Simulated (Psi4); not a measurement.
Psi4 input (wB97X-D/6-311+G**):

```
memory 1500 MB

molecule {
1 1
N     1.82882200   -0.00119700   -0.28576400
Si    0.23462500    0.16125800    0.17722500
N    -0.01155900    1.29884100    1.38336700
N    -0.26444200   -1.44481100    1.08443700
Cl   -1.02591600    0.02389800   -1.40106000
H     2.61071200    0.24982200    0.30011800
H     2.10001600   -0.18958400   -1.23865500
H     0.53699000    2.14784300    1.38332500
H    -0.89933100    1.44799400    1.84094100
H    -1.25213000   -1.46858200    1.34564700
H    -0.09376600   -2.25981200    0.49221900
H     0.28358600   -1.56137900    1.93899400
symmetry c1
no_reorient
no_com
}

set {
  basis 6-311+G**
  reference rks
  scf_type df
  df_basis_scf def2-universal-jkfit
  dft_radial_points 99
  dft_spherical_points 590
  e_convergence 1e-8
  d_convergence 1e-7
  maxiter 150
}

e = energy('wb97x-d')
print_out(f'\nFINAL {e:.10f} DIPOLE {variable("CURRENT DIPOLE")[0]:.6f} {variable("CURRENT DIPOLE")[1]:.6f} {variable("CURRENT DIPOLE")[2]:.6f}\n')
```

Output:

```
   => Loading Basis Set <=

    Name: 6-311+G**
    Role: ORBITAL
    Keyword: BASIS
    atoms 1, 3-4 entry N          line   150 file 6-311pgss.gbs
    atoms 2      entry SI         line   351 file 6-311pgss.gbs
    atoms 5      entry CL         line   468 file 6-311pgss.gbs
    atoms 6-12   entry H          line    42 file 6-311pgss.gbs

   => WB97X-D: Empirical Dispersion <=

    Chai and Head-Gordon Dispersion Correction
    Chai, J.-D.; Head-Gordon, M. (2010), J. Chem. Phys., 132: 6615-6620

        s6 =       1.000000

         ---------------------------------------------------------
                                   SCF
               by Justin Turney, Rob Parrish, Andy Simmonett
                          and Daniel G. A. Smith
                              RKS Reference
         ---------------------------------------------------------

  ==> Geometry <==

    Molecular point group: c1
    Full point group: C1

    Geometry (in Angstrom), charge = 1, multiplicity = 1:

       Center              X                  Y                   Z               Mass
    ------------   -----------------  -----------------  -----------------  -----------------
         N            1.828822000000    -0.001197000000    -0.285764000000    14.003074004430
         SI           0.234625000000     0.161258000000     0.177225000000    27.976926534650
         N           -0.011559000000     1.298841000000     1.383367000000    14.003074004430
         N           -0.264442000000    -1.444811000000     1.084437000000    14.003074004430
         CL          -1.025916000000     0.023898000000    -1.401060000000    34.968852682000
         H            2.610712000000     0.249822000000     0.300118000000     1.007825032230
         H            2.100016000000    -0.189584000000    -1.238655000000     1.007825032230
         H            0.536990000000     2.147843000000     1.383325000000     1.007825032230
         H           -0.899331000000     1.447994000000     1.840941000000     1.007825032230
         H           -1.252130000000    -1.468582000000     1.345647000000     1.007825032230
         H           -0.093766000000    -2.259812000000     0.492219000000     1.007825032230
         H            0.283586000000    -1.561379000000     1.938994000000     1.007825032230

  Running in c1 symmetry.

  Rotational constants: A =      0.11627  B =      0.07672  C =      0.07336 [cm^-1]
  Rotational constants: A =   3485.81877  B =   2299.87949  C =   2199.23336 [MHz]
  Nuclear repulsion =  324.699897237842208

  Charge       = 1
  Multiplicity = 1
  Electrons    = 58
  Nalpha       = 29
  Nbeta        = 29

  ==> Algorithm <==

  SCF Algorithm Type is DF.
  DIIS enabled.
  MOM disabled.
  Fractional occupation disabled.
  Guess Type is SAD.
  Energy threshold   = 1.00e-08
  Density threshold  = 1.00e-07
  Integral threshold = 1.00e-12

  ==> Primary Basis <==

  Basis Set: 6-311+G**
    Blend: 6-311+G**
    Number of shells: 86
    Number of basis functions: 168
    Number of Cartesian functions: 173
    Spherical Harmonics?: true
    Max angular momentum: 2

  ==> DFT Potential <==

   => LibXC <=

    Version 7.1.2
    S. Lehtola, C. Steigemann, M. J. T. Oliveira, and M. A. L. Marques,  SoftwareX 7, 1–5 (2018) (10.1016/j.softx.2017.11.002)

   => Composite Functional: WB97X-D <=

    wB97X-D Hyb-GGA Exchange-Correlation Functional

    J.-D. Chai and M. Head-Gordon,  Phys. Chem. Chem. Phys. 10, 6615–6620 (2008) (10.1039/B810189B)

    Deriv               =              1
    GGA                 =           TRUE
    Meta                =          FALSE

    Exchange Hybrid     =           TRUE
    MP2 Hybrid          =          FALSE

   => Exchange-Correlation Functionals <=

    1.0000   wB97X-D range-separated functional

   => Exact (HF) Exchange <=

    0.7780            HF,LR [omega = 0.2000]
    0.2220               HF

   => LibXC Density Thresholds  <==

    XC_HYB_GGA_XC_WB97X_D:  1.00E-14

   => Molecular Quadrature <=

    Radial Scheme          =       TREUTLER
    Pruning Scheme         =           NONE
    Nuclear Scheme         =       TREUTLER

    Blocking Scheme        =         OCTREE
    BS radius alpha        =              1
    Pruning alpha          =              1
    Radial Points          =             99
    Spherical Points       =            590
    Total Points           =         662510
    Total Blocks           =           4653
    Max Points             =            256
    Max Functions          =            160
    Weights Tolerance      =       1.00E-15

   => Loading Basis Set <=

    Name: DEF2-UNIVERSAL-JKFIT
    Role: JKFIT
    Keyword: DF_BASIS_SCF
    atoms 1, 3-4 entry N          line   258 file def2-universal-jkfit.gbs
    atoms 2      entry SI         line   737 file def2-universal-jkfit.gbs
    atoms 5      entry CL         line   986 file def2-universal-jkfit.gbs
    atoms 6-12   entry H          line    18 file def2-universal-jkfit.gbs

  ==> Integral Setup <==

  SCF_SUBTYPE=INCORE selected. In-core MEM_DF algorithm will be used.
  Using in-core AOs.

  ==> MemDFJK: Density-Fitted J/K Matrices <==

    J tasked:                   Yes
    K tasked:                   Yes
    wK tasked:                  Yes
    Omega:                2.000E-01
    Algorithm:                 Core
    Schwarz Cutoff:           1E-12
    Mask sparsity (%):       3.7557
    Fitting Condition:        1E-10

   => Auxiliary Basis Set <=

  Basis Set: DEF2-UNIVERSAL-JKFIT
    Blend: DEF2-UNIVERSAL-JKFIT
    Number of shells: 193
    Number of basis functions: 613
    Number of Cartesian functions: 729
    Spherical Harmonics?: true
    Max angular momentum: 4

  Cached 25.0% of DFT collocation blocks in 0.550 [GiB].

  Minimum eigenvalue in the overlap matrix is 5.4902821107E-04.
  Reciprocal condition number of the overlap matrix is 5.6315819721E-05.
    Using symmetric orthogonalization.

  ==> Pre-Iterations <==

  SCF Guess: Superposition of Atomic Densities via on-the-fly atomic UHF (no occupation information).

   -------------------------
    Irrep   Nso     Nmo
   -------------------------
     A        168     168
   -------------------------
    Total     168     168
   -------------------------

  ==> Iterations <==

                           Total Energy        Delta E     RMS |[F,P]|

   @DF-RKS iter SAD:  -917.82518301522100   -9.17825e+02   0.00000e+00
   @DF-RKS iter   1:  -917.66166080719245    1.63522e-01   6.34828e-03 ADIIS/DIIS
   @DF-RKS iter   2:  -917.70938860018498   -4.77278e-02   5.81001e-03 ADIIS/DIIS
   @DF-RKS iter   3:  -918.09316224569511   -3.83774e-01   4.74420e-04 ADIIS/DIIS
   @DF-RKS iter   4:  -918.09552538167668   -2.36314e-03   1.56597e-04 ADIIS/DIIS
   @DF-RKS iter   5:  -918.09579747286841   -2.72091e-04   4.91548e-05 DIIS
   @DF-RKS iter   6:  -918.09582205208415   -2.45792e-05   1.24279e-05 DIIS
   @DF-RKS iter   7:  -918.09582392502853   -1.87294e-06   3.33885e-06 DIIS
   @DF-RKS iter   8:  -918.09582405732795   -1.32299e-07   6.20311e-07 DIIS
   @DF-RKS iter   9:  -918.09582406655431   -9.22637e-09   1.99509e-07 DIIS
   @DF-RKS iter  10:  -918.09582406741617   -8.61860e-10   4.30385e-08 DIIS
  Energy and wave function converged.

  ==> Post-Iterations <==

   Electrons on quadrature grid:
      Ntotal   =   57.9999978849 ; deviation = -2.115e-06

    Orbital Energies [Eh]
    ---------------------

    Doubly Occupied:

       1A   -101.882148     2A    -66.508217     3A    -14.711060
       4A    -14.597369     5A    -14.596007     6A     -9.751739
       7A     -7.498617     8A     -7.492124     9A     -7.491996
      10A     -5.636034    11A     -3.982100    12A     -3.980910
      13A     -3.978845    14A     -1.255388    15A     -1.153406
      16A     -1.125368    17A     -1.094702    18A     -0.841234
      19A     -0.838595    20A     -0.834392    21A     -0.773697
      22A     -0.761478    23A     -0.716556    24A     -0.705401
      25A     -0.665887    26A     -0.588273    27A     -0.583549
      28A     -0.545546    29A     -0.537007

    Virtual:

      30A     -0.116775    31A     -0.070457    32A     -0.064798
      33A     -0.055810    34A     -0.042521    35A     -0.028322
      36A     -0.022492    37A     -0.004194    38A     -0.000325
      39A      0.000322    40A      0.009281    41A      0.014964
      42A      0.018363    43A      0.031703    44A      0.039371
      45A      0.045644    46A      0.054052    47A      0.056534
      48A      0.060651    49A      0.074521    50A      0.086042
      51A      0.097065    52A      0.103655    53A      0.112367
      54A      0.123292    55A      0.134543    56A      0.150002
      57A      0.168330    58A      0.178993    59A      0.196729
      60A      0.219259    61A      0.232400    62A      0.252274
      63A      0.266760    64A      0.313754    65A      0.349647
      66A      0.369938    67A      0.416990    68A      0.431647
      69A      0.447713    70A      0.465980    71A      0.477714
      72A      0.486735    73A      0.509926    74A      0.521519
      75A      0.548961    76A      0.579006    77A      0.594770
      78A      0.631822    79A      0.662821    80A      0.676714
      81A      0.698316    82A      0.711502    83A      0.733591
      84A      0.753590    85A      0.770625    86A      0.786416
      87A      0.801333    88A      0.811382    89A      0.826221
      90A      0.849596    91A      0.884777    92A      0.904167
      93A      0.936452    94A      0.999674    95A      1.027540
      96A      1.052195    97A      1.083296    98A      1.111434
      99A      1.133755   100A      1.157397   101A      1.209463
     102A      1.263808   103A      1.323199   104A      1.347685
     105A      1.393515   106A      1.471362   107A      1.515940
     108A      1.535913   109A      1.556827   110A      1.618450
     111A      1.660838   112A      1.699708   113A      1.734969
     114A      1.784173   115A      1.789021   116A      1.814722
     117A      1.879757   118A      1.918326   119A      1.945209
     120A      2.018198   121A      2.137429   122A      2.214597
     123A      2.220799   124A      2.246051   125A      2.313124
     126A      2.318169   127A      2.326086   128A      2.348869
     129A      2.398849   130A      2.406718   131A      2.426208
     132A      2.445770   133A      2.497936   134A      2.521591
     135A      2.537658   136A      2.646482   137A      2.666985
     138A      2.695371   139A      2.734367   140A      2.762894
     141A      2.865702   142A      2.869479   143A      2.890058
     144A      2.900790   145A      2.995889   146A      3.016065
     147A      3.789932   148A      3.813468   149A      3.976229
     150A      4.191763   151A      4.322337   152A      4.523611
     153A      4.531094   154A      4.647467   155A      4.666698
     156A      5.656088   157A      9.679813   158A     11.299130
     159A     11.416402   160A     11.505356   161A     25.852583
     162A     25.882279   163A     26.327299   164A     35.459357
     165A     35.507969   166A     35.544811   167A    141.144271
     168A    215.760238

    Final Occupation by Irrep:
              A
    DOCC [    29 ]
    NA   [    29 ]
    NB   [    29 ]

  @DF-RKS Final Energy:  -918.09582406741617

   => Energetics <=

    Nuclear Repulsion Energy =            324.6998972378422081
    One-Electron Energy =               -1899.7942859427582789
    Two-Electron Energy =                 708.9048685658135582
    DFT Exchange-Correlation Energy =     -51.9015946533934738
    Empirical Dispersion Energy =          -0.0047092749201696
    VV10 Nonlocal Energy =                  0.0000000000000000
    Total Energy =                       -918.0958240674161743

Computation Completed

Properties will be evaluated at   0.000000,   0.000000,   0.000000 [a0]

Properties computed using the SCF density matrix

 Multipole Moments:

 ------------------------------------------------------------------------------------
     Multipole            Electronic (a.u.)      Nuclear  (a.u.)        Total (a.u.)
 ------------------------------------------------------------------------------------

 L = 1.  Multiply by 2.5417464519 to convert [e a0] to [Debye]
 Dipole X            :          0.4188450            0.0000038            0.4188487
 Dipole Y            :         -1.1008765            0.0000208           -1.1008557
 Dipole Z            :          1.7719594           -0.0000019            1.7719575
 Magnitude           :                                                    2.1277103

 ------------------------------------------------------------------------------------

FINAL -918.0958240674 DIPOLE 0.418849 -1.100856 1.771958

*** Psi4 exiting successfully. Buy a developer a beer!
```

The dipole moment of an ion depends on the origin.

The geometry given is a B3LYP-D3(BJ)/def2-TZVP minimum.
